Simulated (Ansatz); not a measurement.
PBE exchange is replaced step by step with exact exchange (0 % is PBE, 25 % PBE0; no dispersion term), basis def2-TZVP, Ansatz. System: the cluster Li₁₁. Total charge 0; doublet. Geometry: PBE0/def2-SVP.

Geometry of the doublet:

```tsv
atom	x (Å)	y (Å)	z (Å)
Li1	1.458	1.954	1.154
Li2	-0.911	0.079	-3.378
Li3	1.028	-0.093	3.778
Li4	-0.717	-2.010	1.646
Li5	-0.915	2.351	-1.200
Li6	-2.582	-0.687	-0.829
Li7	1.963	-0.948	1.021
Li8	1.827	0.814	-2.003
Li9	0.107	-2.324	-1.617
Li10	-0.113	0.000	-0.479
Li11	-1.146	0.864	1.907
```

At PBE/def2-TZVP, PBE with 5 % exact exchange/def2-TZVP, PBE with 10 % exact exchange/def2-TZVP, PBE with 15 % exact exchange/def2-TZVP and others the charge 0 doublet is spin-contaminated (final ⟨S²⟩ up to 1.19, 0.75 for a pure state). The geometry of the doublet was relaxed on an unsound state (⟨S²⟩ 1.07, where a pure state has 0.75). The structure comes from a short search, and lower isomers may exist.

HOMO and LUMO are taken over both spins.

```csv
exact exchange (%),HOMO (eV),LUMO (eV),gap (eV),⟨S²⟩
0,-2.55,-2.20,0.36,0.894
5,-2.63,-2.10,0.53,0.925
15,-2.79,-1.90,0.89,0.987
25,-2.96,-1.70,1.25,1.047
35,-3.12,-1.50,1.62,1.107
50,-3.39,-1.21,2.18,1.194
```

(1) Estimate the row for 10 %.

## Answers

(1) 
```json
{"exact exchange (%)": "10", "HOMO (eV)": "-2.71", "LUMO (eV)": "-2.00", "gap (eV)": "0.71", "⟨S²⟩": "0.956"}
```
